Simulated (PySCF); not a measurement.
Molecule: SMILES C=CC(=O)N(C)C, C5H9NO.

Structure with atom numbers: `[CH2:1]=[CH:2][C:3](=[O:4])[N:5]([CH3:6])[CH3:7]`. Each H is labelled by its parent atom. Ha(C1) is cis to C3; Hb(C1) is trans to C3.

Geometry PBE0-D3(BJ)/def2-SVP throughout; GIAO in PySCF 2.14.0 with density-fitted response routines, gas phase, one conformer, non-relativistic; equivalent atoms averaged; basis pcSseg-1.

For orientation, CAM-B3LYP gives these absolute shieldings σ: C3 12.7, C1 38.9, C7 148.7, N5 151.4, Ha(C1) 24.28, H(C2) 24.80, Hb(C1) 25.28, H(C7) 28.29, H(C6) 28.44 ppm.

A run gave: C3 13.7, C1 39.6, C7 145.0, N5 142.8, Ha(C1) 24.48, H(C2) 24.86, Hb(C1) 25.48, H(C7) 28.32, H(C6) 28.46 ppm (absolute shieldings σ).

Q: Which functional was used in that run?
A. KT2
B. B3LYP
C. mPW1PW91
D. wB97X-D
E. LC-wPBE

A: B. C7 tells them apart best: B3LYP gives 145.0, wB97X-D gives 150.4, mPW1PW91 gives 149.7, LC-wPBE gives 155.3, KT2 gives 149.2 ppm.
